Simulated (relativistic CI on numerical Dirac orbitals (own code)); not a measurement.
**Sc⁺ in a cubic cluster: 2p photoemission with charge transfer**

Computed with a charge-transfer multiplet model of a cubic metal-ligand cluster with up to one ligand hole, Slater and spin-orbit integrals from Dirac-Coulomb-Breit ions, Slater integrals scaled by 0.8. The ground state mixes d2 with configurations of k ligand holes L, whose averages lie at kΔ + k(k − 1)U_dd/2; a core hole lowers each added d electron by U_cd. 300 K, Lorentzian 0.6 eV and Gaussian 0.8 eV FWHM.

Atomic integrals in eV (Slater integrals scaled, ζ unscaled), ground: F2dd 4.710, F4dd 2.885, zeta_d 0.005; with the core hole: F2dd 6.786, F4dd 4.228, zeta_d 0.015, zeta_core 3.008, F2cd 3.515, G1cd 2.451, G3cd 1.388.

Cluster parameters (eV): Δ = 7.1, U_dd = 4.9, U_cd = 5.9, 10Dq = 0.25, 10Dq(ligand) = 1.3, final-state hopping factor = 1.

```csv
Case,n_d,d2,d3L,S
"V(eg) = 1.05 eV, V(t2g) = -0.47 eV",2.09,0.91,0.09,1.00
"V(eg) = 1.35 eV, V(t2g) = -0.61 eV",2.13,0.87,0.13,1.00
"V(eg) = 1.95 eV, V(t2g) = -0.88 eV",2.19,0.81,0.19,1.00
"V(eg) = 2.55 eV, V(t2g) = -1.15 eV",2.25,0.75,0.25,1.00
"V(eg) = 2.85 eV, V(t2g) = -1.29 eV",2.27,0.73,0.27,1.00
```

Weights, n_d and S are thermal averages at 300 K. Binding energies count from the first peak over 30 % of the highest in each spectrum, which can be another peak from case to case. The parameters are a model scan and need not match a compound or its usual spin state. Peaks in eV (height, largest 100):
- V(eg) = 1.05 eV, V(t2g) = -0.47 eV: 0.0 (100), 2.5 (27), 4.9 (63), 9.7 (8)
- V(eg) = 1.35 eV, V(t2g) = -0.61 eV: 0.0 (100), 2.8 (19), 4.9 (53), 11.0 (6)
- V(eg) = 1.95 eV, V(t2g) = -0.88 eV: 0.0 (100), 4.8 (51), 8.8 (9)
- V(eg) = 2.55 eV, V(t2g) = -1.15 eV: 0.0 (100), 4.7 (51), 11.3 (5)
- V(eg) = 2.85 eV, V(t2g) = -1.29 eV: 0.0 (100), 4.8 (52)

For the case V(eg) = 1.95 eV, V(t2g) = -0.88 eV, Δ = 7.1 eV is larger than U_dd = 4.9 eV, the Mott-Hubbard side of the Zaanen-Sawatzky-Allen scheme. With the core hole the average of the configuration with one ligand hole lies at Δ − U_cd = 1.2 eV before mixing: the effective hopping of about 4.2 eV (from the holes of the mixed ground state) is comparable with this gap or larger, so the configurations mix strongly.

With at most 1 ligand hole the space is cut while the next configuration still counts, so covalency is underestimated, and a final configuration with one more ligand hole, which can lie low, is missing from the spectra.
